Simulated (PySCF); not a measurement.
## How methods differ on the excitation energy of Co

Co [Ar] 3d7 4s2 (4F) → Co [Ar] 3d7 4s1 5s1 (6F), as a difference of total energies. All numbers are calculated (PySCF 2.14, scalar relativity by spin-free X2C-1e, in x2c-QZVPPall with one added diffuse shell each of s, p, d, f, g type (12s8p6d5f3g, 128 functions)). Correlated levels: valence: [Ar] frozen; valence and next inner shell: [Ne] frozen. The calculations carry no spin-orbit coupling.

| method | excitation energy (eV) |
| --- | --- |
| UHF | 4.325 |
| LDA | 5.822 |
| PBE | 5.510 |
| PBE0 | 5.320 |
| r2SCAN | 5.436 |
| B2PLYP | 5.670 |
| PBEsol | 5.494 |
| LC-wPBE | 5.209 |
| MP2 (valence) | 5.416 |
| SCS-MP2 (valence) | 5.621 |
| MP2 (valence and next inner shell) | 5.495 |
| SCS-MP2 (valence and next inner shell) | 5.630 |

How much does correlation contribute at MP2 (valence and next inner shell)?

5.495 − (4.325) = 1.170 eV, measured against UHF.

The promoted electron is Rydberg-like, and one or two diffuse shells describe it only roughly, which tends to raise the upper state.
